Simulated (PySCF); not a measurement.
## Fractional electron number in Hf (hafnium, neutral)

The 5d alpha orbital of [Xe] 4f14 5d2 6s2 is emptied in steps (occupation f), with all orbitals relaxed, ending at [Xe] 4f14 5d1 6s2. Computed with PySCF 2.14 in aug-cc-pVDZ-PP with ECP60MDF (5s5p4d2f, 54 functions), with scalar relativity through the core potential. The exact energy is a straight line in f; departures are measured from the line between the end points of the same method.

Q: Among BHandHLYP, wB97X, M06-2X, which shows the largest delocalisation error (convex curve), and which is closest to linear?

A: Most convex: M06-2X (-0.400 eV at f = 0.5); closest to linear: wB97X (-0.071 eV).

| f | BHandHLYP (eV) | wB97X (eV) | M06-2X (eV) |
| --- | --- | --- | --- |
| 1 | 0.000 | 0.000 | 0.000 |
| 0.9 | -0.114 | -0.024 | -0.142 |
| 0.7 | -0.260 | -0.058 | -0.335 |
| 0.5 | -0.295 | -0.071 | -0.400 |
| 0.3 | -0.226 | -0.061 | -0.332 |
| 0.1 | -0.087 | -0.026 | -0.139 |
| 0 | 0.000 | 0.000 | 0.000 |

```json
{"method": "BHandHLYP", "E(f=0) − E(f=1) (eV)": "6.661", "−ε at f=1 (eV)": "5.382", "−ε at f=0.5 (eV)": "6.762"}
{"method": "wB97X", "E(f=0) − E(f=1) (eV)": "6.709", "−ε at f=1 (eV)": "6.453", "−ε at f=0.5 (eV)": "6.701"}
{"method": "M06-2X", "E(f=0) − E(f=1) (eV)": "6.971", "−ε at f=1 (eV)": "5.403", "−ε at f=0.5 (eV)": "6.981"}
```

Reference removal energy between the ground levels: 6.825 eV (measured; NIST Atomic Spectra Database, ionization energies). The calculation has no spin-orbit coupling.
